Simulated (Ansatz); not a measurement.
The inner images of a band of CH5BOSi (9 atoms, charge 0, multiplicity 1) are given out of order.

All numbers below come from RKS B3LYP/def2-SVP in Ansatz 0.2.0.

First end point:

```xyz
9
Properties=species:S:1:pos:R:3
O -0.916 0.758 -1.604
Si 0.292 0.749 -0.458
B 1.201 -0.790 0.172
C -0.152 -1.008 0.729
H -1.573 1.463 -1.537
H 0.370 2.127 0.121
H 2.281 -0.988 0.657
H -1.094 -0.949 0.164
H -0.319 -1.408 1.740
```

Last end point:

```xyz
9
Properties=species:S:1:pos:R:3
O -0.705 1.486 -1.559
Si 0.046 0.937 -0.180
B 1.036 -0.659 0.053
C -0.040 -0.984 1.002
H -0.454 1.058 -2.388
H -0.520 1.795 0.885
H 1.661 -1.372 -0.683
H -0.427 -2.007 1.128
H -0.508 -0.301 1.725
```

Task: Put them in order from the first end to the last, with their energies above the first end.
A.
```xyz
9
Properties=species:S:1:pos:R:3
O -1.213 0.978 -1.310
Si -0.001 0.823 -0.162
B 1.178 -0.714 0.063
C -0.154 -0.857 0.793
H -0.889 1.152 -2.203
H 0.144 2.094 0.599
H 2.296 -1.120 0.218
H -0.989 -1.206 0.156
H -0.283 -1.196 1.830
```
B.
```xyz
9
Properties=species:S:1:pos:R:3
O -1.131 1.021 -1.439
Si -0.117 0.820 -0.123
B 1.190 -0.629 0.101
C -0.203 -0.804 0.807
H -0.717 1.339 -2.250
H -0.048 2.032 0.735
H 2.187 -1.285 -0.037
H -0.730 -1.634 0.293
H -0.342 -0.906 1.894
```
C.
```xyz
9
Properties=species:S:1:pos:R:3
O -1.009 1.023 -1.498
Si -0.082 0.809 -0.121
B 1.193 -0.636 0.126
C -0.176 -0.880 0.792
H -0.599 1.422 -2.275
H -0.237 1.941 0.823
H 2.061 -1.355 -0.284
H -0.716 -1.815 0.588
H -0.347 -0.557 1.832
```
D.
```xyz
9
Properties=species:S:1:pos:R:3
O -1.209 0.786 -1.295
Si 0.148 0.751 -0.314
B 1.208 -0.776 0.111
C -0.132 -0.977 0.740
H -1.208 1.444 -2.001
H 0.325 2.105 0.298
H 2.313 -0.998 0.523
H -1.070 -1.020 0.160
H -0.285 -1.359 1.760
```
E.
```xyz
9
Properties=species:S:1:pos:R:3
O -0.895 1.293 -1.463
Si 0.003 0.861 -0.126
B 1.160 -0.639 0.110
C -0.104 -0.931 0.858
H -0.541 1.139 -2.346
H -0.358 1.854 0.908
H 1.898 -1.369 -0.492
H -0.617 -1.902 0.811
H -0.458 -0.351 1.723
```

Result: D (+2.0 kcal/mol), A (+3.3 kcal/mol), B (+5.6 kcal/mol), C (+3.0 kcal/mol), E (-2.4 kcal/mol).

Time of the run: 5 min on 1 thread of Arm Neoverse N1, on a shared host, peak memory 0.16 GiB.
